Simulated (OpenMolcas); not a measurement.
Ir5+ (d4) among equal point charges was computed by CASSCF with the d shell active (OpenMolcas, ANO-RCC-VTZP on the metal). Its lowest spin-free states, and all those of the highest spin:

```
2S+1  Degeneracy  E (cm-1)
   5           3       0.0
   5           2      1949
   3           3     18636
   3           3     19348
   3           3     20279
   3           2     20834
   3           3     22322
   3           3     22888
   3           3     23615
   3           1     23849
   3           3     24226
   3           2     25010
```

Question: Is the site octahedral, tetrahedral or cube-like, axial, or of lower symmetry?

Answer: The states with 2S+1 = 5 have orbital degeneracies 3, 2. Threefold states need a cubic site. For d4 at this spin an octahedron puts the twofold E below the threefold T2 and a tetrahedron or cube puts the threefold T2 below the twofold E, so the site is a tetrahedron or a cube, which this pattern cannot tell apart. The first gap at this spin, 1950 cm-1, is |10Dq| in ligand-field theory. The run had Ir5+ among 4 point charges of -2.5 e arranged as a tetrahedron (Td), 2.3 Å from the ion.

Spin-orbit coupling mixes the spin-free states strongly: the lowest level takes only 44 % from its leading state, 5T2. Without dynamic correlation the repulsion within the d shell is too large (B by tens of per cent), so at a given field states of lower spin stand too high. Point charges give a weaker field than real ligands, and real ions of this kind are as a rule low spin; the high spin found here belongs to the model. The ground term spreads over less than 5000 cm-1, several times less than with real ligands, so orbital moments are less quenched and χT lies further from the spin-only value than at real sites. Point charges carry no covalency, so the field is a model and not that of real ligands. No measured value stands beside these numbers.
